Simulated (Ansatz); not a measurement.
Geometry optimisation, Ansatz 0.2.0, RKS PBE/def2-SVP.

input.yaml

```yaml
crystal:
  periodic: [false, false, false]
  atoms:
    - { symbol: Mo, position_ang: [0.350133, 0.359516, -0.352961] }
    - { symbol: Cl, position_ang: [-0.371351, -0.42445, 3.020862] }
    - { symbol: F, position_ang: [1.829552, 0.045789, -1.424798] }
    - { symbol: F, position_ang: [0.014578, 1.844547, -1.408966] }
    - { symbol: F, position_ang: [-1.21042, 0.731398, 0.550228] }
    - { symbol: F, position_ang: [0.754349, -1.198245, 0.540697] }
    - { symbol: F, position_ang: [-0.67732, -0.655518, -1.525919] }
    - { symbol: Br, position_ang: [1.737915, 1.703082, 1.206428] }
    - { symbol: H, position_ang: [0.441665, 0.582781, 3.36083] }
basis:
  gaussian: { orbitals: def2-SVP }
hamiltonian:
  xc: pbe
relax:
  f_tol: 0.03
  max_steps: 50
```

Launched with:

```bash
$ ansatz run input.yaml --threads 4 --pin off --max-ram 5120MiB --backend cpu --events-out ev --progress --plain --runs-dir out
```

Where does it end, and by what steps?

The run converged. The force dipped under the threshold on the way, but the program's further checks kept it going. After 8 steps the energy has fallen by 0.265 eV; Cl2 moved furthest, 0.71 Å.

```csv
step,energy less start (eV),largest force component (eV/Å),accepted
0,0.0000,1.059,yes
1,-0.1573,0.649,yes
2,-0.2381,0.257,yes
3,-0.2595,0.163,yes
4,-0.2619,0.115,yes
5,-0.2645,0.036,yes
6,-0.2647,0.023,yes
7,-0.2648,0.014,yes
8,-0.2649,0.009,yes
```

```xyz
9
Properties=species:S:1:pos:R:3
Mo 0.380 0.387 -0.511
Cl -0.444 -0.488 3.724
F 1.870 0.053 -1.551
F 0.031 1.884 -1.537
F -1.151 0.707 0.468
F 0.711 -1.152 0.450
F -0.632 -0.617 -1.694
Br 1.718 1.717 1.060
H 0.386 0.496 3.558
```

Whether the end is a true minimum wasn't checked by a vibrational analysis.

Run time: 33 s on 4 threads of Arm Neoverse V1, on a shared host, peak memory 0.27 GiB.
